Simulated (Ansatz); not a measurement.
Relaxation of CH$_{5}$AlBN (9 atoms, charge 0, multiplicity 1), to a largest force component of 0.015 eV/Å in at most 40 steps.

Level of theory: RKS PBE-D4/def2-SVP in Ansatz 0.2.0.

```xyz
9
Properties=species:S:1:pos:R:3:forces:R:3
B -1.100 1.225 -1.380 -1.42 1.16 -0.78
Al 0.418 0.136 -0.672 1.89 -1.00 0.07
C 0.248 -0.718 1.077 5.28 -2.12 0.04
N 1.329 -1.411 1.535 -2.32 1.03 -0.69
H -2.125 1.391 -0.761 -0.30 0.07 0.08
H -1.067 1.803 -2.451 -0.05 0.02 -0.05
H 1.774 -0.035 -1.540 -0.08 -0.07 0.21
H -0.585 -0.578 1.672 -2.70 0.18 1.99
H 1.196 -1.859 2.503 -0.30 0.73 -0.87
```

Q: Where does it end, and by what steps?

A: The forces met the threshold. After 38 steps the energy has fallen by 1.156 eV; H8 moved furthest, 1.76 Å. Joined: Al2–N4.

```csv
step,energy less start (eV),largest force component (eV/Å),accepted
0,0.0000,5.279,yes
2,-0.3988,1.590,yes
4,-0.5194,0.389,yes
6,-0.6102,0.435,yes
8,-0.6855,0.086,yes
10,-0.6917,0.359,yes
12,-0.7053,0.060,yes
14,-0.7030,0.816,no
16,-0.7137,0.310,yes
18,-0.7197,0.246,yes
20,-0.7369,0.328,yes
22,-0.7759,1.662,yes
24,-0.8769,1.854,yes
26,-1.1013,1.252,yes
28,-1.1406,0.256,yes
30,-1.1525,0.040,yes
32,-1.1542,0.091,yes
34,-1.1555,0.050,yes
36,-1.1531,0.465,no
38,-1.1558,0.005,yes
```

```xyz
9
Properties=species:S:1:pos:R:3
B -1.186 0.904 -1.349
Al 0.617 0.108 -0.554
C 0.693 -0.075 1.434
N 0.398 -1.226 0.923
H -2.265 0.337 -1.261
H -1.238 1.990 -1.907
H 2.015 -0.091 -1.317
H 0.804 0.090 2.529
H 0.251 -2.083 1.486
```

Time of the run: 87 s on 1 thread of Arm Neoverse V2, on a shared host, peak memory 0.14 GiB.
